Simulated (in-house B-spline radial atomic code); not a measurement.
# BP86 excitations of the caesium ion Cs⁷⁺

Method: BP86. Computed with an all-electron radial atomic-structure program (B-spline basis): linear response of the closed shell [Kr] 4d10 5s2 with the functional's adiabatic kernel; scalar-relativistic (spin-free one-electron X2C), finite nucleus, no spin-orbit coupling, no double excitations, S, P, D and F terms only; shells from n = 3 respond. Only terms of natural parity with L up to 3 were computed.

Spin-orbit coupling is strong here, so these LS terms don't match observed levels.

Command:
```bash
python run_td.py task.json out
```
Settings (radii: box in bohr, nucleus in fm):
```
Z                        55
electrons                48
configuration            [Kr] 4d10 5s2
hamiltonian              x2c
method                   b88,p86
box_radius               12.81
rms_radius               4.8041
intervals                69
```

Cost of the run: 1.6 s on 1 thread of Intel(R) Xeon(R) Platinum 8259CL CPU @ 2.50GHz (Skylake/Cascade Lake), on a shared host.

The lowest states, in the order of their Tamm-Dancoff energies; the method's threshold (minus the highest occupied level) is 104.85 eV. Labels give the largest channel, * marks a mixed state, and oscillator strengths are full-response dipole values. Semilocal kernels can invert the small singlet-triplet splittings of Rydberg terms. Energies in eV:

| state | full response | Tamm-Dancoff | oscillator strength |
| --- | --- | --- | --- |
| 5s → 5p 3P | ? | ? | - |
| 5s → 5p 1P | 19.878 | 20.537 | 1.56 |
| 5s → 4f 3F | 30.83 | 30.88 | - |
| 5s → 4f 1F | 31.95 | 31.95 | - |
| 5s → 5d 3D | 39.69 | 39.73 | - |
| 5s → 5d 1D | 41.24 | 41.28 | - |
| 5s → 6s 3S | 52.14 | 52.14 | - |
| 5s → 6s 1S | 52.84 | 52.88 | - |
| 5s → 6p 3P | 58.84 | 58.85 | - |
| 5s → 6p 1P | ? | ? | ? |

(1) Where does 5s → 6p 1P lie?

(2) Where does 5s → 5p 3P lie?

(3) How large is the singlet-triplet splitting of 5s → 5p (P terms) in Tamm-Dancoff?

(4) What polarisabilities and dispersion coefficient does the method give?

Results:

(1) At 59.00 eV in full response, 59.04 eV in Tamm-Dancoff, oscillator strength 0.134.

(2) At 15.263 eV in full response, 15.375 eV in Tamm-Dancoff.

(3) 5.16 eV, from the unrounded values.

(4) Dipole 3.741 bohr³, quadrupole 5.206 bohr⁵, C6 11.09 hartree·bohr⁶ for two such species.
